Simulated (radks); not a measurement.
Values are calculated unless marked as measured or tabulated.
Effect of the nuclear size on the magnesium ion Mg2+, [Ne]. Code: a radial shooting solver on a logarithmic mesh with Libxc functionals. Model: Dirac Kohn-Sham, PBE, spin-unpolarised, spherical densities, finite nucleus; Fermi nuclear charge, rms radius 3.057 fm. The rms radius is varied about that value; shifts are against it.

| rms radius (fm) | total energy shift (eV) | density at nucleus (e/bohr^3) | 1s1/2 shift (meV) |
|---|---|---|---|
| 2.6412 | -0.000670 | 1160 | -0.279 |
| 2.8155 | -0.000401 | 1159 | -0.167 |
| 3.057 | 0 | 1158 | 0.000 |
| 3.2679 | 0.000376 | 1157 | 0.157 |
| 3.5155 | 0.000850 | 1157 | 0.354 |

Slopes of the eigenvalues against <r^2> in GHz/fm^2, as finite differences over the two radii next to the reference (eigenvalue slopes, not the field-shift constants of lines): 1s1/2 28.4.
